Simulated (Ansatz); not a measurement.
Species: WO₂ (charge 0, singlet). 
Coordinates optimised at B3LYP-D3(BJ)/def2-TZVP (Ansatz, a first-principles code):
SMILES: [O]=[W]=[O]
```xyz
3

W      0.0048     0.0008    -0.1837
O      1.3129     0.0181     0.8844
O     -1.3573    -0.0253     0.8144
```
Charge 0, spin multiplicity 1.

Computed values are from Ansatz. Cores are frozen in the correlated levels unless marked. Open shells are spin-unrestricted. No spin-orbit coupling. Frozen are the shells of the preceding noble gas and the d and f shells that filled before the atom's block. Past Kr the def2 sets carry scalar-relativistic core potentials. CBS(X,Y): correlation extrapolated as X^-3; Hartree-Fock from the larger set. [CCSD(T)-MP2]/basis is that difference in the basis named.

```json
{
 "atomisation energy De": "1371.1 kJ/mol at CCSD(T)/CBS(def2-TZVPPD,def2-QZVPPD)",
 "vertical_triplet_singlet_gap": "0.46 eV at RI-MP2/CBS(def2-TZVPPD,def2-QZVPPD)+[CCSD(T)-MP2]/def2-TZVPPD",
 "total_energy": "-216.9732 Eh at CCSD(T)/CBS(def2-TZVPPD,def2-QZVPPD)",
 "dipole_moment": "3.02 D at CCSD(T)/def2-SVPD"
}
```

The Hartree-Fock reference is unstable (checked in the largest basis), which strains HF and MP2. The T1 diagnostic of CCSD in the largest basis is 0.035, which is high, so the coupled-cluster rows are less sure than usual.
